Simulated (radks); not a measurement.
Species: Tm2+. Configuration: [Xe] 4f11 5d1.5 6s0.5 (fractional occupations, a model configuration).

Method: Dirac Kohn-Sham, PBE, spin-unpolarised, spherical densities, finite nucleus; open shells are shared between the two j in proportion to 2j + 1; Fermi nuclear charge, rms radius 5.2256 fm; computed with a radial shooting solver on a logarithmic mesh with Libxc functionals.

Energy parts (Ry):
total: -27158.6894
kinetic: 30066.7337
electron-nucleus: -67168.4780
Hartree: 10514.3121
exchange-correlation: -571.2571

Orbitals (lengths in bohr, moments of r in powers of bohr; r(90%) holds 90 % of the orbital's charge):
orbital,occ.,eigenvalue (Ry),<r>,<r^2>,r(90%)
1s1/2,2,-4353.561,0.02001,0.0005486,0.0363
2s1/2,2,-736.0371,0.08431,0.008458,0.131
2p1/2,2,-701.7307,0.07008,0.006090,0.116
2p3/2,4,-629.6993,0.07747,0.007306,0.126
3s1/2,2,-167.3237,0.2205,0.05572,0.324
3p1/2,2,-152.2095,0.2103,0.05149,0.316
3p3/2,4,-137.0033,0.2242,0.05828,0.335
3d3/2,4,-111.1857,0.1973,0.04579,0.308
3d5/2,6,-107.8638,0.2016,0.04767,0.313
4s1/2,2,-34.85207,0.4968,0.2788,0.714
4p1/2,2,-28.76459,0.5048,0.2903,0.735
4p3/2,4,-25.30912,0.5363,0.3273,0.780
4d3/2,4,-15.27805,0.5613,0.3657,0.843
4d5/2,6,-14.64508,0.5723,0.3800,0.859
4f5/2,4.71429,-2.45170,0.7133,0.6528,1.20
4f7/2,6.28571,-2.35311,0.7245,0.6749,1.23
5s1/2,2,-5.69775,1.194,1.604,1.72
5p1/2,2,-3.97178,1.326,1.994,1.94
5p3/2,4,-3.49227,1.424,2.299,2.08
5d3/2,0.6,-1.32205,2.085,5.094,3.22
5d5/2,0.9,-1.28225,2.138,5.355,3.31
6s1/2,0.5,-1.27743,3.079,10.60,4.42

The highest occupied level is 6s1/2 at -17.380 eV. The density falls to 0.001 e/bohr^3 at r = 3.97 bohr.
